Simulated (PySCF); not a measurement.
Compound: H₇NSSi₂.
Z-matrix (Å and degrees, GFN2-xTB geometry), rows numbered from 1:
```
N 
Si  1  1.7185
S   2  2.1535  1  106.39
Si  3  2.1403  2  105.52  1   -60.83
H   1  1.0084  2  118.89  3   -39.14
H   1  1.0069  2  119.19  3  -178.49
H   2  1.4581  1  118.63  3   114.00
H   2  1.4566  1  106.22  3  -117.50
H   4  1.4555  3  109.09  2    -3.53
H   4  1.4561  3  105.85  2  -123.76
H   4  1.4573  3  106.79  2   116.98
```

Method: PBE0/def2-SVPD in PySCF (dipole) on a GFN2-xTB geometry, gas phase.

Masses are those of the commonest isotopes; rigid-rotor values at the optimised geometry. The values belong to one conformer with, in the numbering `[NH2:1][SiH2:2][S:3][SiH3:4]`, H–N1–Si2–S3 -39° and -178°, N1–Si2–S3–Si4 -61°.

**Question.** Give the principal moments of inertia and the rotational constants in MHz.

**Answer.** Ia = 91.13, Ib = 257.96, Ic = 309.64 u·Å²; 505379 MHz·u·Å²/I gives A = 5546, B = 1959, C = 1632 MHz.

**Question.** Classify the top.

**Answer.** An asymmetric top: κ = (2 × 1959 − 5546 − 1632)/(5546 − 1632) = -0.83.

**Question.** Is it planar, by Δ = Ic − Ia − Ib?

**Answer.** Not planar: Δ = Ic − Ia − Ib = -39.45 u·Å². For a rigid frame Δ = −2 Σ m c², so Σ m c² = 19.72 u·Å² lies off the ab plane: 8.42 from hydrogen and 11.30 from heavier atoms. The atom farthest from that plane is 1.81 Å away.

**Question.** Give the other two planar moments, Paa and Pbb, and the rms extents of the mass along the axes.

**Answer.** Paa = Σ m a² = (Ib + Ic − Ia)/2 = 238.23 and Pbb = Σ m b² = (Ia + Ic − Ib)/2 = 71.41 u·Å². With the mass M = 108.98 u, the rms extents √(P/M) along a, b and c are 1.48, 0.81, 0.43 Å.

**Question.** Give the coordinates in the principal-axis frame, origin at the centre of mass.

**Answer.** The sense of each axis is arbitrary; atoms in the order of the calculation.
```csv
atom,mass (u),a (Å),b (Å),c (Å)
N1,14.003,-1.791,1.182,0.450
Si2,27.977,-1.442,-0.271,-0.398
S3,31.972,0.470,-0.951,0.323
Si4,27.977,1.852,0.611,-0.160
H5,1.008,-1.551,1.246,1.427
H6,1.008,-2.662,1.656,0.275
H7,1.008,-2.285,-1.437,-0.162
H8,1.008,-1.351,0.090,-1.806
H9,1.008,1.155,1.649,-0.904
H10,1.008,2.896,-0.014,-0.959
H11,1.008,2.371,1.120,1.104
```

**Question.** Where do the levels up to J = 3 lie, in MHz?

**Answer.** Above 0(0,0):
J = 1: 1(0,1) 3591, 1(1,1) 7178, 1(1,0) 7505
J = 2: 2(0,2) 10753, 2(1,2) 14033, 2(1,1) 15014, 2(2,1) 25774, 2(2,0) 25795
J = 3: 3(0,3) 21442, 3(1,3) 24304, 3(1,2) 26265, 3(2,2) 36548, 3(2,1) 36654, 3(3,1) 55311, 3(3,0) 55311
Those of J = 1 are B + C, A + C and A + B.

**Question.** Which lines would a microwave search look for?

**Answer.** The dipole components are |μa| = 1.30 D, |μb| = 1.57 D, |μc| = 0.19 D. Intensities carry the squares of the components, which stand as 0.69 : 1.00 : 0.01 (a : b : c). Some of the stronger lines:

```tsv
type	branch	J(Ka,Kc)	MHz	lower level (cm⁻¹)
a	Q	4(1,3) ← 4(1,4)	3264	1.267
b	Q	2(1,1) ← 2(0,2)	4262	0.359
a	R	2(0,2) ← 1(0,1)	7161	0.120
b	Q	3(2,1) ← 3(1,2)	10389	0.876
b	Q	2(2,0) ← 2(1,1)	10781	0.501
a	R	3(2,1) ← 2(2,0)	10859	0.860
a	R	3(1,2) ← 2(1,1)	11251	0.501
b	R	4(0,4) ← 3(1,3)	11295	0.811
b	Q	2(2,1) ← 2(1,2)	11740	0.468
a	R	4(2,3) ← 3(2,2)	14349	1.219
a	R	4(2,2) ← 3(2,1)	14557	1.223
b	Q	4(3,2) ← 4(2,3)	18820	1.698
b	Q	4(4,0) ← 4(3,1)	26207	2.326
b	R	3(3,0) ← 2(2,1)	29538	0.860
b	R	4(3,2) ← 3(2,1)	33062	1.223
```

**Question.** Estimate the classical rotational partition function at 10 K, 50 K and 100 K.

**Answer.** Point group C1, symmetry number σ = 1; q = (√π/σ)·√((kT/h)³/(ABC)), k/h = 20836.6 MHz/K: 1270 at 10 K, 14200 at 50 K, 40000 at 100 K.

Stationary, but not proved a minimum. These are rigid-rotor constants of the computed structure; measured ground-state constants (B0) also hold zero-point vibration. A rigid rotor knows nothing of inversion at nitrogen or internal rotation, which can split or shift real lines. Quadrupole hyperfine structure (14N) is left out.
